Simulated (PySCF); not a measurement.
Compound: C2H9NO2Si2.
Atom-mapped SMILES: `[SiH3:1][NH:2][SiH:3]1[O:4][CH2:5][CH2:6][O:7]1` (hydrogens: H8, H9, H10 on Si1; H11 on N2; H12 on Si3; H13, H14 on C5; H15, H16 on C6)

The closed-shell ground state was solved at several levels (PySCF, density fitting, gas phase, non-relativistic). Geometry: PBE0-D3(BJ)/def2-SVP, one conformer, isolated molecule.

```json
{"level": "CAM-B3LYP/def2-SVPD", "basis functions": "226", "total energy (Eh)": "-865.4510", "HOMO (eV)": "-9.12", "LUMO (eV)": "0.98", "gap (eV)": "10.10", "dipole (D)": "0.19"}
{"level": "B97-2/pcSseg-1", "basis functions": "178", "total energy (Eh)": "-865.7951", "HOMO (eV)": "-7.41", "LUMO (eV)": "0.56", "gap (eV)": "7.97", "dipole (D)": "0.26"}
```

(1) What might PBE0/pcSseg-1 (178 basis functions) give for the same quantities?

(2) Over all these levels, which gives the widest orbital gap and which the narrowest?

(3) How far do the dipole and the HOMO energy spread over the levels?

Answers

(1) Total energy -865.3107 Eh, HOMO -7.67 eV, LUMO 0.53 eV, gap 8.20 eV, dipole 0.27 D.

(2) CAM-B3LYP/def2-SVPD (range-separated hybrid) has the widest, 10.10 eV, and B97-2/pcSseg-1 (global hybrid, 21 % exact exchange) the narrowest, 7.97 eV. Functional and basis both differ between the two, so the spread mixes both effects.

(3) The dipole runs from 0.19 to 0.27 D (mean 0.24 D) and the HOMO from -9.12 to -7.41 eV.
